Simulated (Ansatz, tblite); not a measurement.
Removing and adding an electron: Ga₁₂N₁₂H₃₂, a nanocrystal cut from zinc blende GaN (hydrogen-capped). The state is a singlet with charge 0. Geometry: PBE-D4/def2-SVP. Ansatz, gas phase; energy differences of separate SCF runs; the oxidised species was run as a doublet alone; the reduced species was run as a doublet alone.

```xyz
56

N     2.8780   -1.2726   -1.9427
N    -2.2570   -1.5771   -2.7423
N    -2.7975   -1.7040    0.7035
N     2.6459   -1.4892    1.2699
N    -0.2210   -1.6900    2.5325
N     0.1089   -1.6276   -0.5707
N     0.9921    1.1202   -1.9569
N    -1.8561    0.9387   -0.7368
N     0.7166    0.9861    1.2291
N     3.4721    1.2644   -0.1954
N    -2.2296    0.7438    2.3887
N    -1.0458    3.6448    0.8510
Ga   -0.4496   -2.3832   -2.3309
Ga    1.9604   -2.2525   -0.3913
Ga    2.9112    0.7037   -2.0080
Ga   -0.9081   -2.4755    0.8673
Ga   -2.5059    0.4411   -2.5658
Ga   -3.0680    0.2962    0.6049
Ga    1.6788   -2.3511    2.8488
Ga    2.5898    0.4523    1.4699
Ga   -0.2723    0.2621    2.7517
Ga   -0.0512    0.3096   -0.4303
Ga   -1.9318    2.9389   -0.8477
Ga    0.7956    2.9755    1.3524
H     3.8139   -1.6758   -2.0949
H     2.3168   -1.5827   -2.7598
H    -2.3990   -1.7483   -3.7504
H    -3.0198   -2.1101   -2.3012
H    -3.3502   -2.0786    1.4899
H    -3.2395   -2.1404   -0.1186
H     3.6185   -1.8081    1.4053
H    -0.7316   -2.1158    3.3231
H     0.5037    0.8303   -2.8222
H     0.8165    2.1389   -1.9090
H     4.4963    1.2334   -0.0871
H     3.2233    2.2687   -0.1095
H    -2.7935    0.3171    3.1399
H    -2.3383    1.7534    2.5638
H    -1.6862    3.6415    1.6574
H    -0.9166    4.6500    0.6544
H    -0.6350   -3.9543   -2.2407
H     0.5042   -1.7513   -3.4626
H     2.2506   -3.7864   -0.6119
H     3.7705    1.3089   -3.1803
H    -1.0482   -4.0457    0.8643
H    -4.0680    0.6975   -2.6694
H    -1.4640    0.9841   -3.6461
H    -4.6016    0.6592    0.5954
H     1.6927   -3.9194    2.6145
H     2.2207   -1.6602    4.1692
H     3.3745    1.0350    2.7073
H     0.0727    0.7939    4.1951
H    -0.9071    3.4354   -1.9649
H    -3.4405    3.4250   -0.7869
H     1.7220    3.5057    0.1474
H     1.0869    3.4447    2.8376
```

The xTB rows come from tblite. Single mean-field runs in def2-TZVP are fitted with def2-universal-jkfit. HOMO above LUMO, or a gap near zero within one spin, warns that the state may not be the lowest or that an electron is smeared out.

```csv
level,−HOMO (eV),vertical IE (eV),−LUMO (eV),vertical EA (eV),HOMO–LUMO gap (eV),IE − EA (eV),remarks
GFN1-xTB,9.04,10.69,4.54,3.06,4.50,7.63,–
PBE-D4/def2-TZVP,6.11,–,1.45,0.14,4.66,–,"HOMO above zero (-1 doublet), gap within one spin near zero (-1 doublet)"
```

(1) Estimate the rows for GFN2-xTB, PBE0-D4/def2-TZVP.

## Answers

(1) 
```tsv
level	−HOMO (eV)	vertical IE (eV)	−LUMO (eV)	vertical EA (eV)	HOMO–LUMO gap (eV)	IE − EA (eV)	remarks
GFN2-xTB	11.28	12.76	6.96	5.38	4.32	7.38	–
PBE0-D4/def2-TZVP	7.32	8.50	0.63	-0.26	6.69	8.76	HOMO above zero (-1 doublet)
```

Run but left out: PBE-D4/def2-TZVP (charge +1 doublet: an occupied level 0.04 eV above an empty one).   A HOMO above zero means that the electron is unbound at that level or that self-interaction error raises the level; the energy of removing that electron tells which. Raw xTB energy differences between charge states are shifted by several eV; the methods need an empirical correction for them. Sets without diffuse functions give affinities that are too small. A negative affinity means that the extra electron isn't bound; its size then hangs on the basis.
